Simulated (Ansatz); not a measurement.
Start from `CC(=O)OC(C)C` and change one atom or group to get `CB(Cl)OC(C)=O`.

Ansatz, PBE0-D4/def2-TZVP geometries, multiplicity 1. Each molecule was computed in one conformer, which needn't be the lowest.

```csv
property,`CC(=O)OC(C)C`
size of the dipole moment (ωB97M-V/def2-TZVPP) / D,1.94
HOMO–LUMO gap (PBE0/def2-TZVPP) / eV,8.31
HOMO–LUMO gap (B3LYP/def2-TZVPP) / eV,7.75
HOMO energy (PBE0/def2-TZVPP) / eV,-7.84
HOMO energy (ωB97M-V/def2-TZVPP) / eV,-10.29
HOMO–LUMO gap (ωB97M-V/def2-TZVPP) / eV,12.81
```

(1) What does the change do to each property? (Best estimate.)

Results:

(1) Ansatz gave: 
```
                                          property  `CB(Cl)OC(C)=O`  shift
size of the dipole moment (ωB97M-V/def2-TZVPP) / D             1.94   0.00
              HOMO–LUMO gap (PBE0/def2-TZVPP) / eV             7.49  -0.82
             HOMO–LUMO gap (B3LYP/def2-TZVPP) / eV             6.99  -0.76
                HOMO energy (PBE0/def2-TZVPP) / eV            -8.42  -0.58
             HOMO energy (ωB97M-V/def2-TZVPP) / eV           -10.84  -0.55
           HOMO–LUMO gap (ωB97M-V/def2-TZVPP) / eV            12.09  -0.72
```

With PBE0 the HOMO falls by 0.58 eV and the LUMO falls by 1.40 eV, so the gap narrows by about 0.82 eV. PBE moves the HOMO by -0.58 eV and ωB97M-V by -0.55 eV. Dipoles are sizes alone; their direction can turn.

B3LYP here is the variant with VWN-RPA as its local correlation; programs differ in this.
